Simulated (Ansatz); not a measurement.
Basis sets compared for the cluster Se₂S⁺. The state is a doublet with charge 1. Geometry PBE0-D4/def2-TZVP. Ansatz on 4 threads of Arm Neoverse V1 on a shared host; times are rough, and most runs start from earlier orbitals.

```csv
atom,x (Å),y (Å),z (Å)
S1,-1.1325,0.5397,-0.2043
Se2,0.5239,-0.5841,-0.9857
Se3,0.6085,0.0444,1.1900
```

The 6-31G sets use Cartesian d functions. The structure comes from a short search, and lower isomers may exist.

| level | functions | energy (Eh) | HOMO (eV) | LUMO (eV) | wall time |
| --- | --- | --- | --- | --- | --- |
| HF/STO-3G | 45 | -5140.0598 | -13.90 | -5.37 | 0.4 s |
| HF/6-31G | 71 | -5196.0655 | -15.72 | -7.49 | 0.9 s |
| PBE-D4/def2-SVP | 82 | -5199.3958 | -11.57 | -11.40 | 1.1 s |
| PBE0-D4/def2-SVP | 82 | -5199.5611 | -12.63 | -10.74 | 1.9 s |

(1) Estimate the rows for HF/def2-TZVP, PBE-D4/def2-TZVP, PBE0-D4/def2-TZVP (with forces).

Results:

(1) 
```csv
level,functions,energy (Eh),HOMO (eV),LUMO (eV),wall time
HF/def2-TZVP,133,-5196.9305,-14.93,-6.75,2.5 s
PBE-D4/def2-TZVP,133,-5200.1349,-11.47,-11.26,2 s
PBE0-D4/def2-TZVP (with forces),133,-5200.3023,-12.50,-10.54,4.5 s
```
